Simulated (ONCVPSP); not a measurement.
# PBE ONCV dataset for magnesium (Mg), scalar-relativistic all-electron reference.

```
Element                 : magnesium (Mg)
Generator               : ONCVPSP 4.0.1
Type                    : optimised norm-conserving Vanderbilt (ONCV)
Functional              : PBE
Relativity              : scalar-relativistic
Frozen core             : [He]
Valence charge          : 10
Reference configuration : 2s2 2p6 3s2
Partial waves           : 2s+3s: rc 1.40 bohr, ncon 5, nbas 9, qcut 10.7 1/bohr, 2 projectors; 2p: rc 0.60 bohr, ncon 3, nbas 7, qcut 12.9 1/bohr, 2 projectors, debl 1.6 Ha; d scattering state at 0.35 Ha: rc 1.55 bohr, ncon 4, nbas 8, qcut 6.3 1/bohr, 2 projectors, debl 2.7 Ha
Local potential         : polynomial inside 0.50 bohr (lpopt 5, dvloc0 6 Ha)
Core correction         : Teter function fitted to the true core (icmod 2), fcfact 0.2
```

In the p channel the program set the typed energies aside and used -1.713, 0.250 Ha.

All-electron outer shells of the reference configuration (PBE, scalar-relativistic, ld1.x):

```json
{"shell": "1s", "level (eV)": "-1259.65", "outermost node (bohr)": "–", "outermost maximum (bohr)": "0.09"}
{"shell": "2s", "level (eV)": "-79.85", "outermost node (bohr)": "0.18", "outermost maximum (bohr)": "0.54"}
{"shell": "2p", "level (eV)": "-46.61", "outermost node (bohr)": "–", "outermost maximum (bohr)": "0.48"}
{"shell": "3s", "level (eV)": "-4.70", "outermost node (bohr)": "0.90", "outermost maximum (bohr)": "2.56"}
```

What the tests gave:

```json
{
 "Ghost test": "no bound ghost flagged; GHOST(+) flagged for d at 149.9 eV",
 "Largest excitation error": "-184 meV (all-electron minus pseudo) for 2s1 2p6 3s2, out of 4 test configurations",
 "rms error of d²Exc/dni dnj": "1.83 mHa without and 2.04 mHa with the model core"
}
```

Generation and tests took about 3.3 s on one core of a shared server CPU.
